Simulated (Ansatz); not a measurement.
B$_{2}$, charge +1, quartet, at a GFN2-xTB geometry of the parent state (a state made from the parent by changing its charge; the spin is typed, not shown lowest); SVWN5/def2-SV(P) in Ansatz (a quantum-chemistry and plane-wave program).

Ansatz was given this input:
Ansatz 0.2 input:
```yaml
crystal:
  periodic: [false, false, false]
  atoms:
    - {symbol: B, position_ang: [-0.00000000, -0.00000000, -0.70244061]}
    - {symbol: B, position_ang: [0.00000000, 0.00000000, 0.70244061]}
basis:
  gaussian:
    orbitals: def2-SV_P_.json
hamiltonian:
  xc: {name: SVWN5}
total_charge: 1
magnetization: {spin_polarized: true, initial_magnetization: 3}
```
The basis file holds def2-SV(P) in the JSON format of the Basis Set Exchange.

What the program printed (banner, timings and long lists left out):

```
Functional definition: SVWN5
308 factors; their error is unknown
mean field evaluation 1: about -1315.0736 eV, gradient 1.7e1 eV
mean field evaluation 2: about -1315.9317 eV, gradient 1.3e1 eV
mean field evaluation 4: about -1317.4706 eV, gradient 3.3e-2 eV
mean field evaluation 8: about -1317.4601 eV, gradient 3.3e-3 eV
mean field evaluation 16: about -1316.7247 eV, gradient 5.9e-2 eV
mean field -1317.46006123 eV, -48.4157642435 hartree, gradient 5.5e-6 eV, S^2 3.754349; 4 other end points of the search recorded, 0 dependent functions left out
reference -1317.46008669 eV, -48.4157651792 hartree; 6, 3 occupied and 22, 25 virtual orbitals, 308 factors
Total energy: -1317.46008669 eV, -48.4157651792 hartree
```
